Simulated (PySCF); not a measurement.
Diatomic cations of Co with the halogens

PBE0 with triple-zeta basis sets in PySCF, for the lowest determinant that a PBE0 search found; no spin–orbit coupling. De refers to high-spin ground-configuration atoms (the charge goes to the atom of lower measured ionisation energy or higher electron affinity, which is not always the lowest computed limit). A positive dipole points towards Co; it is taken about the centre of mass and depends on that origin.

```
 M        basis  charged atom  state (unpaired electrons)  Re (Å)  ωe (cm⁻¹)  De (eV)  μ (D)
 F  def2-TZVPPD           Co+     quartet (σ ↑, π ↑, δ ↑)   1.698        768      n/a   5.57
Cl  def2-TZVPPD           Co+         quartet (π ↑↑, δ ↑)   2.032        486      n/a   5.11
Br  def2-TZVPPD           Co+     quartet (σ ↑, π ↑, δ ↑)   2.189        361      n/a   6.74
```

The shortest bond is that of CoF⁺ (1.698 Å), the longest that of CoBr⁺ (2.189 Å).

The state changes along the series, so neighbouring rows are not always alike in their bonding.

De is left out where the level can put another filling of the metal’s s and d shells below the measured ground configuration, by anything from nothing to about 1 eV. Spin–orbit coupling is left out. With d or f electrons several states lie close, and the lowest PBE0 determinant need not be the measured ground state.
